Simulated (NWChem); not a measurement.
Molecule: C4H5N; SMILES C1=CCN=C1

```xyz
10

C      0.7284     0.9756     0.0000
C     -0.6190     1.0150     0.0000
C     -1.0924    -0.4004     0.0000
N      0.0801    -1.2414     0.0000
C      1.0895    -0.4453     0.0000
H      1.4228     1.8166     0.0000
H     -1.2591     1.8985     0.0000
H     -1.7216    -0.6375     0.8784
H     -1.7216    -0.6375    -0.8784
H      2.1165    -0.8298     0.0000
```
Atoms are numbered in this order, from 1.

All runs: NWChem. The geometry was optimised at PBE0/def2-SVP. Level: PBE0/def2-SVP with SMD (1 M gas to 1 M solution), gas-phase geometry.

Q: Estimate the computed values for solvent toluene. Quantities: solvation free energy (kcal/mol); cavity-dispersion-structure term (kcal/mol); dipole in solution (D).

A: 
| Quantity | Value |
|---|---|
| solvation free energy (kcal/mol) | -5.0 |
| cavity-dispersion-structure term (kcal/mol) | -1.7 |
| dipole in solution (D) | 2.39 |
